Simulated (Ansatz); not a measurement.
## C2H6Te (SMILES C[Te]C): the electronic atomisation energy, rung by rung

C2H6Te: 9 atoms, total charge 0, spin state singlet. As SMILES, `C[Te]C`. The coordinates come from a PBE0-D4/def2-TZVP relaxation.

```xyz
9

C    -0.7772    1.0191   -0.8912
Te    1.2436    0.3715   -0.6460
C     0.7821   -1.0339    0.8952
H    -1.3996    0.1800   -1.1962
H    -0.7815    1.7785   -1.6723
H    -1.1419    1.4516    0.0385
H     0.0941   -1.7865    0.5148
H     1.7165   -1.5104    1.1894
H     0.3526   -0.5162    1.7507
```

Each level gives the electronic atomisation energy (eV). The values are calculated. Electronic energies at fixed atoms, without zero-point motion or spin-orbit coupling.

```tsv
level	kind	program	value (eV)	less CCSD(T)/def2-SVP
BLYP/def2-SVP (core potential)	GGA	Ansatz	31.24	+1.15
revPBE/def2-SVP (core potential)	GGA	Ansatz	31.14	+1.05
CAM-B3LYP/def2-SVP (core potential)	range-separated hybrid	Ansatz	31.64	+1.55
B2PLYP/def2-SVP (core potential)	double hybrid	Ansatz	31.06	+0.97
PBE-QIDH/def2-SVP (core potential)	double hybrid	Ansatz	31.23	+1.14
RPA@PBE0/def2-SVP (core potential)	RPA	Ansatz	29.48	-0.61
BCCD(T)/def2-SVP (core potential)	coupled cluster or CI	Ansatz	30.09	0.00
CCSD(T)/def2-SVP (core potential)	coupled cluster or CI	Ansatz	30.09	0.00
```

Differences are taken from CCSD(T)/def2-SVP (core potential) for orientation; it has basis-set and higher-order errors of its own. Correlated wave functions underbind in double-zeta sets. The values span 29.48 to 31.64 eV. In the correlated wave-function rows the outer d shell of Te is correlated, in sets not made for it.
